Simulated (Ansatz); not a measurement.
Born–Oppenheimer molecular dynamics of BBrFH3 (6 atoms, charge 0, multiplicity 1). It starts at the highest image of a converged band, a first-order saddle point between two minima.

The calculation used RKS PBE0/def2-SVP (Ansatz).

```
ensemble                      : NVE (velocity Verlet)
time step                     : 0.5 fs
steps asked                   : 200
starting velocities drawn for : 100 K
seed                          : 5893
```

First frame:

```xyz
6
Properties=species:S:1:pos:R:3
B 0.011 -0.183 0.048
F 0.005 0.150 1.534
H 1.065 0.087 -0.458
H -1.061 0.020 -0.451
Br 0.081 -2.311 0.587
H 0.044 -1.045 1.663
```

**Question.** How far do the bonds stretch over the last three quarters of this one trajectory? (Pairs bonded in most of those frames.)

**Answer.** 
| bond | mean (Å) | spread (Å) | shortest | longest |
| --- | --- | --- | --- | --- |
| B1–F2 | 1.327 | 0.036 | 1.27 | 1.39 |
| B1–H3 | 1.210 | 0.008 | 1.19 | 1.23 |
| B1–H4 | 1.210 | 0.012 | 1.19 | 1.23 |
| Br5–H6 | 1.428 | 0.020 | 1.40 | 1.46 |

Mean temperature of the second half: 1342 K. The conserved energy stayed within 0.057 meV per atom of its start (net change -0.03 meV per atom), so the integration is sound. The kinetic energy rose, since the run started high on the potential surface and went downhill. It ends in pieces (BFH2 + BrH), so much of that is their flight and rotation, not heat. A run of 0.1 ps of so small a system gives no equilibrium averages. The orbitals stay closed-shell, which can raise the energy where a bond breaks towards radicals; this wasn't checked here.

The run took 8.6 min on 1 thread of Arm Neoverse V1, with other jobs on the host, peak memory 0.16 GiB.
